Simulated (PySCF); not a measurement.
Calculation: PBE-D3(BJ)/def2-TZVP // PBE-D3(BJ)/def2-SVP (PySCF 2.14.0). All species are isolated molecules in the gas phase. One relaxed conformer stands for a flexible species; it need not be the lowest. Excitations are Tamm–Dancoff values on a coarser integration grid. The basis has no diffuse functions, so Rydberg states are missing or too high.

Reference species (SMILES): `C[CH2][Ga]([CH2]C)[CH2]C` (neutral, multiplicity 1).

```yaml
S1 oscillator strength: 0.000
S1 excitation (TDA): 4.38 eV
T1 excitation (TDA): 4.12 eV
```

Changed species: `C[CH2][Ga]([I])[I]` (C–C–Ga–I torsion 180°) (2 of 3 C2H5 replaced by I; the reference has 0 of 3 C2H5 replaced by I).

### Question
What does the change do to the S1 oscillator strength, S1 excitation (TDA) and T1 excitation (TDA)?

### Answer
the S1 oscillator strength stays essentially unchanged; the S1 excitation (TDA) decreases by 0.34 eV, to 4.04 eV; the T1 excitation (TDA) falls by 0.25 eV, to 3.87 eV.
